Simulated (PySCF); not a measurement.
Species: C₃H₁₀Si₂.
Z-matrix (Å and degrees, PBE0-D3(BJ)/def2-SVP geometry), rows numbered from 1:
```
C 
C   1  1.5361
Si  2  1.9092  1  109.06
Si  3  2.3461  2   93.05  1   -26.15
C   1  1.5361  2  112.02  3    52.19
H   1  1.1055  2  109.25  3   -69.05
H   1  1.1034  2  110.21  3   175.27
H   2  1.1044  1  109.74  3  -117.93
H   2  1.1013  1  111.56  3   124.20
H   3  1.4971  2  111.51  1    90.42
H   3  1.4953  2  113.00  1  -147.13
H   4  1.4956  3  116.88  2  -117.66
H   4  1.4970  3  113.55  2   115.07
H   5  1.1046  1  109.68  2    65.32
H   5  1.1014  1  111.58  2  -176.80
```

Linear response at PBE0/def2-SVPD (PySCF, frozen core in the response, non-relativistic).

Static isotropic polarisability: 92.04 au (13.64 Å³), principal values 78.7, 96.8, 100.7 au.

Q: What is the polarisability at 1064 nm and at the sodium D line?

A: 93.00 au at 1064 nm (+1.0 %), 95.28 au at 589.3 nm (+3.5 %). The rise at 589.3 nm is 3.38 times that at 1064 nm; a pure ω² law gives 3.26. The lowest singlet lies at 196 nm, shorter than both wavelengths.

Q: What is the isotropic C6 coefficient between two such molecules, C6 = (3/π)∫α(iω)² dω?

A: 2998 au (Eh·bohr⁶) by a ten-point quadrature over imaginary frequencies, which is 1790 eV·Å⁶ or 173 J·nm⁶/mol.

Q: Which effective excitation energy ω̄ makes London's formula C6 = (3/4)α²ω̄ exact here?

A: ω̄ = 4·C6/(3α²) = 0.472 Eh = 12.8 eV. A one-pole form α(ω) = α/(1 − ω²/ω̄²) fitted to the 1064 nm value gives 11.5 eV.

Q: How anisotropic is the static polarisability, by Δα² = ½[(α1 − α2)² + (α2 − α3)² + (α3 − α1)²]?

A: Δα = 20.3 au, or 0.22 of the isotropic value.

Q: What n − 1 at the D line would an ideal gas of it have at 273.15 K and 1 atm (2.6868 × 10¹⁹ cm⁻³), by n − 1 = 2π·N·α′?

A: 23.84 × 10⁻⁴, a formal value whether or not that pressure can be reached.

Q: How many electrons N does the Slater–Kirkwood formula C6 = (3/4)·√N·α^(3/2) need to give this C6?

A: N = (4·C6/3)²/α³ = 20.5; the species has 56 electrons in all.

Q: What three-body coefficient follows from the one-pole estimate C9 = (3/4)·α·C6?

A: 207000 au. This is an estimate from the two numbers above, not a computed integral.

Q: What molar refraction at the D line follows from R = (4π/3)·N_A·α′, with α′ the polarisability volume?

A: α′ = 14.12 Å³ gives R = 35.62 cm³/mol, for isolated, non-vibrating species.

Q: What does −C6/R⁶ come to at R = 12 Å between centres?

A: -58 J/mol. This is the leading, orientation-averaged term; C8 and higher terms are left out.

Hardware: an Intel Xeon 6975P-C with one thread, shared host. Cost: 26 s (grids of density and orbitals included), 0.83 GiB resident at most. This is the whole response run at PBE0/def2-SVPD, SCF included.

One conformer stands for the species.
